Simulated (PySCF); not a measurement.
Bond curve of InS⁻

Set-up: In def2-SVPD with ECP28, S def2-SVPD; scalar-relativistic core potentials (PySCF 2.14). Energies in eV from In + S⁻ in their ground configurations at the same level. State: ¹Σ⁺ (singlet), closed shell.

```csv
R (Å),PBE0,BHandHLYP
2.024,-2.578,-2.224
2.119,-3.204,-2.859
2.213,-3.544,-3.203
2.283,-3.663,-3.322
2.354,-3.695,-3.352
2.425,-3.660,-3.313
2.519,-3.538,-3.184
2.636,-3.304,-2.940
2.778,-2.954,-2.576
2.966,-2.444,-2.043
```

Problem. Put a parabola through the three lowest points of the PBE0 curve and estimate Re, k and ωe (reduced mass 25.01 u; 1 eV/Å² = 0.16022 mdyn/Å; ωe = 1302.8·√(k/μ) cm⁻¹).

Solution. Through R = 2.283, 2.354, 2.425 Å the second-order coefficient is 6.65 eV/Å², so Re ≈ 2.352 Å, k ≈ 2.13 mdyn/Å and ωe ≈ 380 cm⁻¹. A polynomial fit of higher order to the unrounded PBE0 energies gives Re = 2.349 Å, k = 2.16 mdyn/Å, ωe = 383 cm⁻¹; anharmonicity and rounding make the difference.

The higher-order fit for each curve: PBE0: Re = 2.349 Å, ωe = 383 cm⁻¹, De = 3.70 eV; BHandHLYP: Re = 2.346 Å, ωe = 390 cm⁻¹, De = 3.35 eV.

Spin–orbit coupling is left out, which matters for elements this heavy, above all for dissociation energies. For an ion De counts to the pair picked by the measured ionisation energies or electron affinities, which need not be the lowest pair at this level.
